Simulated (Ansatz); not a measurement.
## CH5BClNO (SMILES NB(Cl)CO): name the method

CH5BClNO: 10 atoms, total charge 0, spin state singlet. As SMILES, `NB(Cl)CO`. Geometry: relaxed at PBE0-D4/def2-TZVP. This is a higher conformer, about 10 kJ/mol above the lowest found by a separate search.

```xyz
10

N    -1.4813    0.7701    0.2638
B    -0.1312    0.4583    0.2726
Cl    0.9784    1.5314    1.1662
C     0.4848   -0.7648   -0.5092
O     1.7245   -1.2439   -0.0302
H    -1.8604    1.5854    0.7139
H    -2.1641    0.1966   -0.2012
H    -0.2174   -1.6066   -0.4952
H     0.5700   -0.4690   -1.5702
H     2.1798   -0.5087    0.3922
```

A calculation with Ansatz 0.2.0 gave:

```
total energy  : -656.0868 Eh
HOMO energy   : -8.89 eV
LUMO energy   : 1.78 eV
HOMO–LUMO gap : 10.67 eV
```

Problem. Which of these levels gave the numbers?
A. BHLYP/6-31G* (spherical functions)
B. SVWN5/6-31G* (spherical functions)
C. revPBE/6-31G* (spherical functions)
D. wB97X/6-31G* (spherical functions)

Solution. A. The others give -656.1421 Eh (wB97X/6-31G* (spherical functions)), -656.0397 Eh (revPBE/6-31G* (spherical functions)), -653.0569 Eh (SVWN5/6-31G* (spherical functions)).
